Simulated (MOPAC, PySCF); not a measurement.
H2AlF, SMILES `[F][AlH2]`, neutral singlet in the gas phase. 

Z-matrix (Å, degrees):
```
Al
F 1 1.6480
H 1 1.5661 2 116.92
H 1 1.5661 3 126.16 2 179.92
```
Charge 0, spin multiplicity 1.

All levels are single points at this geometry (CAM-B3LYP-D3(BJ)/def2-TZVP); Pople sets use spherical d functions. Orbital energies aren't observables, and empty levels follow the basis.

PBE-D3(BJ)/def2-TZVP in PySCF gives dipole (D) = 1.27.

Problem. Estimate the dipole (D) from each of these levels: CAM-B3LYP-D3(BJ)/def2-TZVP in PySCF; B3LYP/3-21G in PySCF; B3LYP/LANL2DZ in PySCF; BP86/6-31G* in PySCF; M06-2X/6-31G* in PySCF; SVWN5/6-31G* in PySCF; HF/STO-3G in PySCF; AM1 in MOPAC.

Solution. 
```tsv
level	dipole (D)
CAM-B3LYP-D3(BJ)/def2-TZVP in PySCF	1.39
B3LYP/3-21G in PySCF	1.13
B3LYP/LANL2DZ in PySCF	2.05
BP86/6-31G* in PySCF	1.10
M06-2X/6-31G* in PySCF	1.36
SVWN5/6-31G* in PySCF	1.17
HF/STO-3G in PySCF	0.91
AM1 in MOPAC	0.99
```
